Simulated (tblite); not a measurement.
Compound: C6H6NO (doublet state).
Numbering: `[H]/[N:7]=[CH:6]\[c:5]1[cH:4][cH:3][c:2]([CH2:1])[o:8]1` (hydrogens: H9, H10 on C1; H11 on C3; H12 on C4; H13 on C6; H14 on N7)
Bond orders are those of one Lewis drawing.

Computed with GFN2-xTB (tblite), gas phase: L-BFGS steps from a force-field or distance-geometry start until the largest atomic force falls under 0.01 eV/Å.

Step 7: E = -620.4143 eV
```
atom  x, y, z in Å  |  force x, y, z in eV/Å
C1      2.6870   -0.4261    0.6385   -0.056  -0.073   0.233
C2      1.3656   -0.0968    0.5742    0.116   0.030  -0.168
C3      0.8112    1.1988    0.3761    0.113  -0.100  -0.106
C4     -0.5261    1.0162    0.1292   -0.051   0.242   0.058
C5     -0.8004   -0.3439    0.2565    0.093  -0.055   0.002
C6     -2.0553   -1.0207    0.1465    0.103  -0.113   0.005
N7     -3.1948   -0.4953   -0.0354   -0.237   0.081  -0.025
O8      0.3514   -1.0113    0.5130    0.199  -0.156  -0.118
H9      3.0319   -1.4331    0.4812   -0.084   0.035   0.269
H10     3.4065    0.3334    0.9044   -0.103  -0.126  -0.327
H11     1.3882    2.0931    0.2883    0.002   0.129   0.127
H12    -1.2347    1.7634   -0.1424   -0.196   0.234   0.033
H13    -2.0381   -2.1003    0.2253    0.087  -0.113   0.030
H14    -3.1929    0.5220   -0.0977    0.014  -0.015  -0.014
```

Step 8: E = -620.4287 eV
```
atom  x, y, z in Å  |  force x, y, z in eV/Å
C1      2.6900   -0.4295    0.6367   -0.154  -0.044   0.217
C2      1.3715   -0.0944    0.5613   -0.069  -0.054  -0.093
C3      0.8115    1.1991    0.3768    0.033  -0.035  -0.169
C4     -0.5297    1.0227    0.1352    0.086   0.049   0.067
C5     -0.8034   -0.3409    0.2550    0.211  -0.047   0.004
C6     -2.0535   -1.0271    0.1460   -0.050   0.042  -0.008
N7     -3.1930   -0.4931   -0.0346   -0.131  -0.079  -0.007
O8      0.3517   -1.0073    0.5032    0.235  -0.177  -0.119
H9      3.0251   -1.4422    0.5026   -0.044   0.041   0.240
H10     3.4041    0.3363    0.8920   -0.028  -0.130  -0.304
H11     1.3875    2.0936    0.2955    0.017   0.171   0.115
H12    -1.2359    1.7679   -0.1405   -0.233   0.292   0.050
H13    -2.0322   -2.1108    0.2279    0.051   0.062   0.005
H14    -3.1945    0.5253   -0.0992    0.075  -0.092   0.001
```

Step 9: E = -620.4476 eV
```
atom  x, y, z in Å  |  force x, y, z in eV/Å
C1      2.6906   -0.4340    0.6352   -0.157  -0.081   0.186
C2      1.3782   -0.0928    0.5421   -0.285  -0.086  -0.001
C3      0.8114    1.2001    0.3747    0.108   0.088  -0.200
C4     -0.5322    1.0309    0.1451   -0.029   0.009  -0.042
C5     -0.8030   -0.3370    0.2528    0.170  -0.154  -0.012
C6     -2.0528   -1.0342    0.1451   -0.018   0.199   0.006
N7     -3.1919   -0.4930   -0.0336   -0.042  -0.176   0.006
O8      0.3563   -1.0057    0.4866    0.153  -0.122  -0.128
H9      3.0144   -1.4549    0.5387   -0.014   0.080   0.199
H10     3.4005    0.3382    0.8694    0.079  -0.106  -0.257
H11     1.3870    2.0974    0.3078   -0.004   0.145   0.097
H12    -1.2415    1.7798   -0.1367   -0.084   0.138   0.155
H13    -2.0230   -2.1227    0.2316    0.003   0.262  -0.026
H14    -3.1946    0.5274   -0.1010    0.119  -0.197   0.017
```

**Question.** Estimate the geometry and energy of step 10. (The exact step hangs on the optimiser's Hessian estimate; all steps are aligned on step 9, rigid shifts and turns removed.)

**Answer.** E = -620.4659 eV, largest force 0.381 eV/Å
```
atom  x, y, z in Å  |  force x, y, z in eV/Å
C1      2.6881   -0.4404    0.6375   -0.159  -0.009   0.145
C2      1.3808   -0.0924    0.5236   -0.288  -0.080   0.068
C3      0.8135    1.2023    0.3686   -0.008   0.149  -0.209
C4     -0.5361    1.0403    0.1534    0.053  -0.191  -0.098
C5     -0.8001   -0.3364    0.2503    0.089  -0.037  -0.059
C6     -2.0511   -1.0374    0.1446   -0.013   0.228   0.016
N7     -3.1927   -0.4959   -0.0327    0.099  -0.227   0.024
O8      0.3634   -1.0073    0.4680   -0.034  -0.008  -0.126
H9      3.0033   -1.4647    0.5780    0.015   0.040   0.154
H10     3.3981    0.3373    0.8419    0.146  -0.090  -0.203
H11     1.3866    2.1044    0.3218   -0.018   0.087   0.071
H12    -1.2482    1.7935   -0.1294    0.036  -0.008   0.240
H13    -2.0140   -2.1290    0.2346   -0.033   0.377  -0.047
H14    -3.1923    0.5252   -0.1025    0.115  -0.231   0.022
```

The energy changes by -0.0184 eV. The first-order estimate −F·Δx gives -0.0251 eV and the mean of the old and new forces, exact on a quadratic surface, -0.0184 eV. The step makes an angle of 63° with the force vector and moves no atom by more than 0.042 Å.

The cost below is that of the whole relaxation. The run took 0.18 s wall on one thread of an Arm Neoverse V2, no GPU, shared host with 96 logical CPUs at a one-minute load of 101.
